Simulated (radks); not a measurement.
Results of a calculation; reference values are marked as such.
All-electron atom: the erbium ion Er2+ in [Xe] 4f11 5f1 (not the ground configuration). Level of theory: Dirac Kohn-Sham, RPBE, spin-unpolarised, spherical densities, finite nucleus; open shells fill j = l - 1/2 first; Fermi nuclear charge, rms radius 5.2516 fm (a radial shooting solver on a logarithmic mesh with Libxc functionals).

Unscreened Slater integrals over Kohn-Sham orbitals (eV). Large and small components are both included. Empty in this configuration: 5d3/2.

| integral | value |
|---|---|
| F0(5f5/2,5f5/2) | 4.2964 |
| F2(5f5/2,5f5/2) | 2.3527 |
| F4(5f5/2,5f5/2) | 1.5642 |
| F0(5f5/2,4f7/2) | 5.5173 |
| F2(5f5/2,4f7/2) | 0.32917 |
| F4(5f5/2,4f7/2) | 0.099307 |
| G2(5f5/2,4f7/2) | 0.092359 |
| G4(5f5/2,4f7/2) | 0.064098 |
| G6(5f5/2,4f7/2) | 0.047578 |
| F0(5f5/2,4f5/2) | 5.5191 |
| F2(5f5/2,4f5/2) | 0.32203 |
| F4(5f5/2,4f5/2) | 0.097147 |
| G0(5f5/2,4f5/2) | 0.10420 |
| G2(5f5/2,4f5/2) | 0.092018 |
| G4(5f5/2,4f5/2) | 0.063697 |
| F0(5f5/2,5p3/2) | 5.4345 |
| F2(5f5/2,5p3/2) | 0.76271 |
| G2(5f5/2,5p3/2) | 0.14244 |
| G4(5f5/2,5p3/2) | 0.099325 |
| F0(5f5/2,5d3/2) | 5.3594 |
| F2(5f5/2,5d3/2) | 1.3274 |
| G1(5f5/2,5d3/2) | 0.83242 |
| G3(5f5/2,5d3/2) | 0.50140 |
| F0(4f7/2,4f7/2) | 32.855 |
| F2(4f7/2,4f7/2) | 15.396 |
| F4(4f7/2,4f7/2) | 9.6160 |
| F6(4f7/2,4f7/2) | 6.9059 |
| F0(4f7/2,4f5/2) | 33.113 |
| F2(4f7/2,4f5/2) | 15.529 |
| F4(4f7/2,4f5/2) | 9.7017 |
| G2(4f7/2,4f5/2) | 15.486 |
| G4(4f7/2,4f5/2) | 9.6767 |
| G6(4f7/2,4f5/2) | 6.9505 |
| F0(4f7/2,5p3/2) | 20.180 |
| F2(4f7/2,5p3/2) | 6.7620 |
| G2(4f7/2,5p3/2) | 3.4635 |
| G4(4f7/2,5p3/2) | 2.6754 |
| F0(4f7/2,5d3/2) | 14.972 |
| F2(4f7/2,5d3/2) | 3.7161 |
| G3(4f7/2,5d3/2) | 1.4529 |
| G5(4f7/2,5d3/2) | 1.0961 |
| F0(4f5/2,4f5/2) | 33.375 |
| F2(4f5/2,4f5/2) | 15.667 |
| F4(4f5/2,4f5/2) | 9.7910 |
| F0(4f5/2,5p3/2) | 20.241 |
| F2(4f5/2,5p3/2) | 6.7011 |
| G2(4f5/2,5p3/2) | 3.3685 |
| G4(4f5/2,5p3/2) | 2.6133 |
| F0(4f5/2,5d3/2) | 14.999 |
| F2(4f5/2,5d3/2) | 3.6622 |
| G1(4f5/2,5d3/2) | 1.7687 |
| G3(4f5/2,5d3/2) | 1.4061 |
| F0(5p3/2,5p3/2) | 16.746 |
| F2(5p3/2,5p3/2) | 9.0388 |
| F0(5p3/2,5d3/2) | 13.514 |
| F2(5p3/2,5d3/2) | 6.5667 |
| G1(5p3/2,5d3/2) | 7.8164 |
| G3(5p3/2,5d3/2) | 4.8071 |
| F0(5d3/2,5d3/2) | 11.693 |
| F2(5d3/2,5d3/2) | 6.0711 |
